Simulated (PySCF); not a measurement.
# Bond curve of BeB

Set-up: Be STO-3G, B STO-3G; no relativity (PySCF 2.14). Energies in eV from Be + B in their ground configurations at the same level. State: ⁴Σ⁻ (quartet), unpaired electrons σ ↑, π ↑↑.

All columns are PBE0. A positive dipole means Be(−)B(+).

| R (Å) | E (eV) | μ (D) | Mulliken charge on Be (basis-dependent) | HOMO (eV) | LUMO (eV) | Mayer bond order | ⟨S²⟩ |
| --- | --- | --- | --- | --- | --- | --- | --- |
| 1.403 | -1.440 | -0.70 | -0.16 | -4.46 | -0.91 | 2.20 | 3.77 |
| 1.468 | -1.912 | -0.66 | -0.15 | -4.17 | -0.88 | 2.17 | 3.77 |
| 1.533 | -2.186 | -0.62 | -0.15 | -3.91 | -0.86 | 2.14 | 3.77 |
| 1.582 | -2.289 | -0.58 | -0.14 | -3.73 | -0.85 | 2.12 | 3.78 |
| 1.631 | -2.319 | -0.53 | -0.14 | -3.56 | -0.84 | 2.09 | 3.78 |
| 1.680 | -2.290 | -0.48 | -0.14 | -3.41 | -0.83 | 2.07 | 3.78 |
| 1.745 | -2.177 | -0.42 | -0.13 | -3.22 | -0.81 | 2.03 | 3.78 |
| 1.827 | -1.946 | -0.34 | -0.12 | -3.01 | -0.80 | 1.98 | 3.79 |
| 1.925 | -1.578 | -0.24 | -0.11 | -2.78 | -0.77 | 1.92 | 3.79 |
| 2.055 | -1.002 | -0.13 | -0.10 | -2.50 | -0.71 | 1.83 | 3.80 |

A fit through these points gives, at Re = 1.630 Å, μ = -0.53 D and dμ/dR = 0.944 D/Å; the reduced mass is 4.956 u.

Problem. How strong is the fundamental in the double-harmonic approximation, I = 42.26·(dμ/dR)²/μred km/mol?

Solution. I = 42.26·(0.944)²/4.956 = 7.60 km/mol at PBE0.

STO-3G is very small, so such numbers show the basis as much as the molecule. The state was picked by a PBE0 search and need not be the measured ground state.
